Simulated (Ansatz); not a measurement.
Consider the ligand exchange at the Si–Br bond: `N[Si]Br` + `[SiH3]N[SiH3]` → `N[Si]N([SiH3])[SiH3]` + HBr.

Computed with Ansatz on PBE0-D4/def2-TZVP structures; ΔE is electronic, products minus reactants. CBS: MP2 limit from def2 TZ/QZ plus the TZ coupled-cluster correction, frozen cores. This one scheme is used for every species. Functionals use def2-TZVPP. B3LYP here is the variant with VWN-RPA as its local correlation; programs differ in this. HSE06 is defined as in plane-wave codes. For Br outer-core shells are correlated without core-valence functions, which leaves a few kJ/mol of doubt a bond. Scalar relativity is left out up to krypton. One conformer a species, not always the lowest.

| level | ΔE (kJ/mol) | difference from CCSD(T)/CBS |
| --- | --- | --- |
| LDA (SPW92) | 36.4 | -3.6 |
| revPBE-D4 | 38.3 | -1.7 |
| B3LYP-D4 | 41.6 | 1.6 |
| r2SCANh-D4 | 44.2 | 4.2 |
| r2SCAN0-D4 | 44.7 | 4.7 |
| HSE06-D4 | 44.5 | 4.5 |
| BHLYP-D4 | 42.1 | 2.1 |
| PBE | 52.7 | 12.7 |
| B3LYP | 56.8 | 16.8 |
| r2SCANh | 47.1 | 7.1 |
| CAM-B3LYP | 49.8 | 9.8 |
| LC-ωPBE | 45.4 | 5.4 |
| CCSD(T)/def2-SVP | 33.2 | -6.8 |
| MP2/def2-TZVPP | 35.6 | -4.4 |
| SCS-MP2/def2-QZVPP | 40.6 | 0.6 |
| MP2/CBS(def2) | 41.6 | 1.6 |
| CCSD(T)/CBS | 40.0 | 0 |

Largest T1 diagnostic among the species: 0.013.

In def2-TZVPP, CCSD(T) changes the Hartree–Fock value by −26.9 kJ/mol (the triples alone add −3.7 kJ/mol) and MP2 by −25.3 kJ/mol. The D4 term adds −15.1 kJ/mol with B3LYP and −8.4 kJ/mol with PBE0; it sums over pairs of atoms, weighted by their polarisabilities, and B3LYP, whose exchange is more repulsive, gets the larger term. At CCSD(T), def2-SVP lies −6.8 kJ/mol from the extrapolated value and def2-TZVPP −6.0 kJ/mol.
